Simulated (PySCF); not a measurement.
## Correlation energy of O(2+) (oxygen, charge +2)

[He] 2s2 2p2, high-spin 3P determinant. All numbers are calculated (PySCF 2.14, the spin-free X2C one-electron Hamiltonian (Gaussian nucleus), in cc-pVTZ-DK (4s3p2d1f, 30 functions)). Frozen: 1s2; 4 electrons correlated.

MP2 pair energies summed by pair of shells (mhartree):

| pair | energy | share (%) |
| --- | --- | --- |
| 2s-2p | -45.33 | 60.6 |
| 2s-2s | -21.90 | 29.3 |
| 2p-2p | -7.58 | 10.1 |

Total MP2 correlation energy: -74.81 mhartree.

Same-spin part -13.04 and opposite-spin part -61.77 mhartree; SCS-MP2 scales them by 1/3 and 6/5 to -78.47 mhartree.

| level | correlation energy (mhartree) |
| --- | --- |
| CCSD | -96.42 |
| (T) | -1.31 |
| CCSD(T) | -97.73 |

Diagnostics: T1 = 0.0047, D1 = 0.0096, largest double amplitude 0.122.

Cost of the coupled-cluster step: 0.25 s of wall time on 1 thread of Neoverse-V2 (shared host), for 4 correlated electrons.

Iterations:

```
CC2 = 0
CCSD nocc = (np.int64(3), np.int64(1)), nmo = (29, 29)
frozen orbitals [[0], [0]]
max_cycle = 100
direct = 0
conv_tol = 1e-08
conv_tol_normt = 1e-06
diis_space = 8
diis_start_cycle = 0
Init t2, MP2 energy = -0.0748087025681332
Init E_corr(UCCSD) = -0.0748087025684457
cycle = 1  E_corr(UCCSD) = -0.0889989924957159  dE = -0.0141902899  norm(t1,t2) = 0.0365304
cycle = 2  E_corr(UCCSD) = -0.093239396558481  dE = -0.00424040406  norm(t1,t2) = 0.0163448
cycle = 3  E_corr(UCCSD) = -0.0964827628523311  dE = -0.00324336629  norm(t1,t2) = 0.00805139
cycle = 4  E_corr(UCCSD) = -0.0964132172554145  dE = 6.95455969e-05  norm(t1,t2) = 0.000794628
cycle = 5  E_corr(UCCSD) = -0.0964271096658753  dE = -1.38924105e-05  norm(t1,t2) = 9.3593e-05
cycle = 6  E_corr(UCCSD) = -0.0964239571999082  dE = 3.15246597e-06  norm(t1,t2) = 1.39572e-05
cycle = 7  E_corr(UCCSD) = -0.0964249942660574  dE = -1.03706615e-06  norm(t1,t2) = 3.02425e-06
cycle = 8  E_corr(UCCSD) = -0.0964247610396107  dE = 2.33226447e-07  norm(t1,t2) = 6.14151e-07
cycle = 9  E_corr(UCCSD) = -0.0964247780436422  dE = -1.70040315e-08  norm(t1,t2) = 7.00238e-08
cycle = 10  E_corr(UCCSD) = -0.0964247796207129  dE = -1.57707065e-09  norm(t1,t2) = 8.65426e-09
UCCSD converged
E(UCCSD) = -73.24930265826875  E_corr = -0.09642477962071287
UCCSD(T) correction = -0.00130522479848876
```
